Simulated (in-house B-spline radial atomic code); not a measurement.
Se⁺. Computed with a B-spline radial atomic code. Model: all-electron spherical atom, spin shells full or empty, radial basis limit, no spin-orbit coupling: exact exchange with a local potential (Slater, KLI or optimised effective potential, whose far tail is KLI's), no correlation.

Exchange potential has not reached -1/r at the last radius.

The run also made RPA and GW results, which its time includes.

The Slater potential averages the orbital exchange potentials with the orbital densities as weights, KLI adds orbital constants, and the optimised effective potential minimises the exact-exchange energy among local potentials. So their energies lie above Hartree-Fock in the order OEP, KLI, Slater. All fall off as −1/r, unlike LDA and GGA exchange.

Command:
```bash
python run_gw.py task.json out
```
Settings (nuclear radius in fm, other lengths in bohr, energies in hartree):
```
Z                      34
electrons              33
configuration          [Ar] 3d10 4s2 4p3
hamiltonian            x2c
method                 kli
lmax                   9
rms_radius             4.14
spin_polarised         True
box_radius             23.78
intervals              105
```

Time taken, with all properties: 18 s on 1 thread of Intel(R) Xeon(R) Platinum 8375C CPU @ 2.90GHz (Ice Lake), on a shared host.

Given: hamiltonian one-electron scalar X2C; mean-field start exchange-only KLI.

Computed: energy above Hartree-Fock 14.613 millihartree.

| radius (bohr) | r times exchange potential up (hartree bohr) | r times exchange potential down (hartree bohr) |
| --- | --- | --- |
| 0.00147 | -0.04192 | -0.041879 |
| 0.00184 | -0.05238 | -0.052328 |
| 0.0023 | -0.065305 | -0.06524 |
| 0.00287 | -0.081181 | -0.0811 |
| 0.00358 | ? | ? |
| 0.00448 | -0.12501 | -0.12488 |
| 0.00559 | -0.15418 | -0.15403 |
| 0.00699 | -0.18959 | -0.18939 |
| 0.00873 | -0.23121 | -0.23096 |
| 0.0109 | -0.27917 | -0.27886 |
| 0.0136 | -0.33246 | -0.33206 |
| 0.017 | -0.38948 | -0.38896 |
| 0.0213 | -0.44614 | -0.44547 |
| 0.0266 | -0.49457 | -0.49369 |
| 0.0332 | -0.52747 | -0.52627 |
| 0.0415 | -0.53809 | -0.53638 |
| 0.0518 | -0.53028 | -0.52767 |
| 0.0647 | -0.53696 | -0.533 |
| 0.0808 | -0.60692 | -0.60178 |
| 0.101 | -0.73418 | -0.72854 |
| 0.126 | -0.85959 | -0.85393 |
| 0.158 | -0.93358 | -0.92837 |
| 0.197 | -0.91857 | -0.91435 |
| 0.246 | ? | ? |
| 0.307 | -0.87847 | -0.86859 |
| 0.384 | -1.1045 | -1.0886 |
| 0.48 | -1.3155 | -1.2994 |
| 0.599 | -1.3921 | -1.381 |
| 0.749 | -1.3023 | -1.2996 |
| 0.936 | -1.0986 | -1.0915 |
| 1.17 | -0.9954 | -0.87498 |
| 1.46 | -1.1364 | -0.81819 |
| 1.82 | -1.2972 | -0.88914 |
| 2.28 | -1.3637 | -0.95618 |
| 2.85 | -1.3336 | -0.98749 |
| 3.56 | -1.2527 | -0.99757 |
| 4.44 | -1.1691 | -0.99974 |

Task: What belongs in the row 0.00358?

Result: r times exchange potential up (hartree bohr): -0.10071; r times exchange potential down (hartree bohr): -0.10061.

Task: What belongs in the row 0.246?

Result: r times exchange potential up (hartree bohr): -0.84078; r times exchange potential down (hartree bohr): -0.83666.

| occupied | level (hartree) | Hartree-Fock level (hartree) |
| --- | --- | --- |
| 1s up | -459.41 | -468.48 |
| 1s down | -459.37 | -468.47 |
| 2s up | ? | ? |
| 2s down | -59.53 | -62.718 |
| 2p up | -52.465 | -55.041 |
| 2p down | -52.428 | -55.027 |
| 3s up | -8.4916 | -9.6053 |
| 3s down | -8.4657 | -9.5828 |
| 3p up | -6.2626 | -7.1159 |
| 3p down | -6.235 | -7.0852 |
| 3d up | -2.5762 | -2.9813 |
| 3d down | ? | ? |
| 4s up | -1.2017 | -1.3466 |
| 4s down | -1.036 | -1.0365 |
| 4p up | -0.78485 | -0.78743 |

Task: What belongs in the row 2s up?

Result: level (hartree): -59.561; Hartree-Fock level (hartree): -62.724.

Task: What belongs in the row 3d down?

Result: level (hartree): -2.5428; Hartree-Fock level (hartree): -2.9658.

```csv
empty,level (hartree)
4p down,-0.62553
5s up,-0.36383
4d up,-0.31746
5s down,-0.31588
5p up,-0.26971
4d down,?
5p down,-0.23624
```

Task: What belongs in the row 4d down?

Result: level (hartree): -0.23965.

The highest level, 4p up, differs from Hartree-Fock by +0.07 eV and the deepest, 1s up, by +247 eV: a local potential can match the highest level but can't give each shell its own exchange.
